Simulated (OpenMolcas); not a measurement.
Au5+ among 8 point charges of -0.6 e arranged as a cube (Oh), 2.26 Å from the ion.

| Property | Result |
| --- | --- |
| Program | OpenMolcas |
| Method | CASSCF |
| Basis | ANO-RCC-VTZP [8s7p5d3f1g] |
| Scalar Hamiltonian | DKH2, point nucleus |
| Active space | 6 electrons in 5 orbitals (5d) |
| State averaging | 2S+1 = 5 even, 5 roots; 2S+1 = 3 even, 45 roots; 2S+1 = 1 even, 50 roots |
| Spin-orbit coupling | state interaction with AMFI integrals over the reference wave functions |

**Question.** What is the spin-free ground state (labels of O, the rotations of Oh)?

**Answer.** 5E, 2-fold in its orbital part, 100 % from free-ion D terms; it has the highest spin that d6 allows.

**Question.** Where is the first state of the same spin?

**Answer.** 5T2 at 965 cm-1 above the ground state.

**Question.** What are the lowest two levels with spin-orbit coupling?

**Answer.** A 1-fold level A1, then a 3-fold level T1 37.0 cm-1 above it. Their leading multiplicities are 5 (80 %) and 5 (79 %).

**Question.** What is χT at 300 K?

**Answer.** 5.16 cm3 K/mol.

**Question.** Which ligand-field parameters describe the states?

**Answer.** A least-squares ligand-field fit to the states below 45000 cm-1, each weighted by its degeneracy and with a free common offset, gives 10Dq = -945 cm-1 (negative for this site), B = 1001 cm-1 and C = 4170 cm-1 (C/B = 4.17), with an rms deviation of 15 cm-1. 

Spin-orbit coupling mixes the spin-free states strongly: the lowest level takes only 50 % from its leading state, 5E. An orbital doublet at a regular site is open to a Jahn-Teller distortion, which this geometry leaves out. Without dynamic correlation the repulsion within the d shell is too large (B by tens of per cent), so at a given field states of lower spin stand too high. Point charges give a weaker field than real ligands, and real ions of this kind are as a rule low spin; the high spin found here belongs to the model. The ground term spreads over less than 5000 cm-1, several times less than with real ligands, so orbital moments are less quenched and χT lies further from the spin-only value than at real sites. This is an electrostatic model: the charges have no orbitals. No measured value stands beside these numbers.
